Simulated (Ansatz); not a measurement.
Isolated molecules relaxed with PBE0-D4/def2-TZVP in Ansatz; ΔE leaves out vibrations. CCSD(T)/CBS adds triple-zeta CCSD(T) − MP2 to the extrapolated MP2 energy (def2 sets, frozen cores). DFT in def2-TZVPP. For Ge outer-core shells are correlated without core-valence functions, which leaves a few kJ/mol of doubt a bond. Scalar relativity is left out up to krypton. One conformer a species, not always the lowest.

`[AlH2][NH][SiH2]O[SiH3]` + `O[B](F)[GeH3]` → `O[B](F)[GeH2][SiH3]` + `O[SiH2][NH][AlH2]`  (formal exchange of groups at the Si–O bond)

Question: Is it downhill or uphill in electronic energy at CCSD(T)/CBS, and by how much? (An estimate is asked.)

Answer: Ansatz gave: Uphill: ΔE = +82.3 kJ/mol.

Question: What do these levels give: r2SCAN-D4, B2PLYP, HF/def2-TZVPP, CCSD/def2-TZVPP, HF/CBS(def2), CCSD/CBS(def2)? (Estimate.)

Answer: The calculation gave: r2SCAN-D4 77.5, B2PLYP 87.4, HF/def2-TZVPP 110.9, CCSD/def2-TZVPP 86.9, HF/CBS(def2) 114.4, CCSD/CBS(def2) 85.8 kJ/mol.

Largest T1 diagnostic among the species: 0.013.

From PBE to PBE0 (25 % exact exchange), in def2-TZVPP and without D4, ΔE moves by +7.5 kJ/mol. In def2-TZVPP, CCSD(T) changes the Hartree–Fock value by −27.4 kJ/mol (the triples alone add −3.5 kJ/mol) and MP2 by −24.3 kJ/mol.
